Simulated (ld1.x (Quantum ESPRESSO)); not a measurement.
**What one change does to a pseudopotential (Ru (Z = 44), RRKJ)**

ruthenium, norm-conserving RRKJ (Kleinman–Bylander form), made with ld1.x (Quantum ESPRESSO) 7.5 (BLYP, scalar-relativistic). Core [Ar] 3d10, reference 4s2 4p6 4d7 5s0.5 5p0 (charge +0.5). Waves: 4p (bound): rc 1.55 bohr; 4d (bound): rc 1.85 bohr; 4s (bound): rc 1.05 bohr. Local part: the s channel. Core correction: none. rho0 = 0.02.

Occupied shells without a wave of their own: 5s. They enter only through the test configuration that unscreens the potential.

All-electron outer shells of the reference configuration (BLYP, scalar-relativistic, ld1.x):

```
shell  level (eV)  outermost node (bohr)  outermost maximum (bohr)
   3d     -276.62                      –                      0.30
   4s      -79.84                   0.48                      0.92
   4p      -49.87                   0.49                      0.98
   4d       -8.64                   0.48                      1.21
   5s       -7.33                   1.23                      2.66
   5p       -3.44                   1.40                      3.55
```

Change: local potential all-electron potential smoothed inside 1.15 bohr (lloc = -1).

Cutoffs: the cutoffs (Ry, on a coarse ladder) from which the occupation-weighted sum of valence levels, in a spherical-Bessel basis at the reference potential, stays within 10 and 1 mRy of its value at 400 Ry; they do not see the model core or the augmentation charge, which bear on the density cutoff. Errors are all-electron minus pseudo energies relative to the spin-unpolarised reference configuration.

**Question.** What does the change do?

**Answer.** The potential gets neither clearly harder nor softer (120 Ry and 200 Ry → 140 Ry and 180 Ry); the miss of the reference levels goes from 0.07 to 0.28 eV; of the 7 tests that both files solve, the error grows in 6 and shrinks in 0 by more than 15 % and 0.3 meV (median size 45.4 → 207.1 meV); neither file shows a bound ghost.

| quantity | base | changed |
| --- | --- | --- |
| cutoff, loose | 120 Ry | 140 Ry |
| cutoff, tight | 200 Ry | 180 Ry |
| loose cutoff by channel (10 mRy a level) | p 25 Ry, d 35 Ry, s 100 Ry | s 140 Ry, p 25 Ry, d 35 Ry |
| bound ghosts | none | none |
| largest miss of a reference level, eV | 0.07 | 0.28 |
| error for 4s2 4p6 4d7 5s1 5p0, meV [ΔE -2.88 eV] | +33 | +121 |
| error for 4s2 4p6 4d7 5s0 5p0, meV [ΔE 4.48 eV] | -43 | -164 |
| error for 4s2 4p6 4d6 5s0 5p0, meV [ΔE 22.60 eV] | -64 | -256 |
| error for 4s2 4p6 4d6 5s1 5p1, meV [ΔE 2.66 eV] | +114 | +236 |
| error for 4s2 4p6 4d6 5s1 5p0, meV [ΔE 7.11 eV] | +55 | +207 |
| error for 4s2 4p6 4d4 5s0 5p0, meV [ΔE 97.51 eV] | -45 | -422 |
| error for 4s2 4p6 4d7.5 5s0.5 5p0, meV [ΔE -3.14 eV] | -0.5 | -0.6 |
| s: phases at 2.01 bohr within 0.05 rad from the reference energy up to (Ry; the scan ends near 5) | 0.3 | -0.6 |
| p: phases at 2.01 bohr within 0.05 rad from the reference energy up to (Ry; the scan ends near 5) | 0.8 | 1.0 |
| d: phases at 2.01 bohr within 0.05 rad from the reference energy up to (Ry; the scan ends near 5) | 4.4 | 4.3 |

Changed file: The 5s level has no wave, so the channel is fitted at the deeper level alone: the likely source of the large errors.
